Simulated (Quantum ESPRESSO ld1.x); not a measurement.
Species: K4+. Configuration: [He] 2s2 2p5 3s2 3p4 (not the ground configuration).

All-electron calculation, non-relativistic Kohn-Sham, exchange-only LDA, spin-unpolarised, spherical densities, point nucleus. Program: ld1.x of Quantum ESPRESSO 7.5.

Energy parts (hartree):
total: -581.0746
kinetic: 581.0746
electron-nucleus: -1341.9207
Hartree: 207.0727
exchange: -27.3012

Orbitals (lengths in bohr, moments of r in powers of bohr; <r^-3> diverges for s and p1/2):
orbital  occ.  eigenvalue (hartree)      <r^4>  <1/r>  <r^-3>
1s          2              -132.456  0.0002058  18.50       -
2s          2              -16.0894    0.05320  3.835       -
2p          5              -13.6575    0.04273  3.773   160.2
3s          2              -3.38655      3.387  1.239       -
3p          4              -2.73761      4.352  1.152   21.48

The highest occupied level is 3p at -74.494 eV. Summed over all electrons, <r^2> = 10.58 bohr^2, which gives a Langevin (diamagnetic) susceptibility term of -8.38 x 10^-6 cm^3/mol.
